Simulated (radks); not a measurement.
Radial electron density D(r) = 4 pi r^2 rho(r) of an atom or ion with 15 electrons. Calculated with a radial shooting solver on a logarithmic mesh with Libxc functionals: non-relativistic Kohn-Sham, PBEsol, spin-polarised, spherical densities, point nucleus.

```
   r/bohr * D(r) (the largest magnitude, 32.6, reaches the edge; | marks zero)
 0.007019 |       *
 0.007851 |        *
 0.008781 |          *
 0.009822 |            *
  0.01099 |               *
  0.01229 |                 *
  0.01374 |                    *
   0.0155 |                        *
  0.01733 |                           *
  0.01939 |                               *
  0.02169 |                                   *
  0.02426 |                                       *
  0.02713 |                                          *
  0.03035 |                                             *
  0.03421 |                                               *
  0.03827 |                                                 *
   0.0428 |                                                 *
  0.04788 |                                                 *
  0.05355 |                                                *
   0.0599 |                                             *
    0.067 |                                           *
  0.07554 |                                        *
  0.08449 |                                      *
   0.0945 |                                      *
   0.1057 |                                      *
   0.1182 |                                         *
   0.1322 |                                            *
   0.1479 |                                                *
   0.1668 |                                                    *
   0.1865 |                                                      *
   0.2086 |                                                      *
   0.2334 |                                                   *
    0.261 |                                             *
    0.292 |                                      *
   0.3266 |                             *
   0.3682 |                      *
   0.4118 |                *
   0.4606 |             *
   0.5152 |             *
   0.5763 |             *
   0.6446 |              *
    0.721 |             *
   0.8129 |           *
   0.9093 |         *
    1.017 |      *
    1.138 |   *
    1.272 | *
    1.423 |*
    1.592 *
    1.795 *
    2.007 *
    2.245 *
    2.511 *
```

What is the nuclear charge?

Answer. Z = 25. The innermost maximum, from 1s, lies near 1/Z = 0.04 bohr (found: 0.0428), and its height grows with Z. The density is that of the manganese ion Mn10+ in [Ne] 3s2 3p3; the configuration itself is not fixed sharply by these data, and Z only to about a unit. D(r) has 3 maxima, at r = 0.0428, 0.196, 0.655 bohr, and minima at 0.0945, 0.511 bohr, inside which lie 2.12, 10.49 electrons.
